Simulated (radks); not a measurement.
The mean radii <r> (bohr) of the occupied orbitals of an atom or ion are listed with their occupations. Calculated with a radial shooting solver on a logarithmic mesh with Libxc functionals: non-relativistic Kohn-Sham, LDA (Slater exchange, Perdew-Wang correlation), spin-polarised, spherical densities, point nucleus.

| orbital | occ. | <r> |
|---|---|---|
| 1s up | 1 | 0.09757 |
| 1s down | 1 | 0.09756 |
| 2s up | 1 | 0.4828 |
| 2s down | 1 | 0.4826 |
| 2p up | 3 | 0.4437 |
| 2p down | 3 | 0.4434 |
| 3p up | 3 | 1.846 |
| 3p down | 2 | 1.870 |

Name the element and its charge. Open shells, if any, are filled with parallel spins first.

Answer. Z = 16, sulfur, charge +1: S+ in [Ne] 3p5. The 1s radius gives Z: for a bare nucleus <r> = 1.5/Z, 0.09375 bohr for Z = 16, and screening makes it slightly larger (0.09757 here). The occupations add up to 15, and the charge is Z minus that.
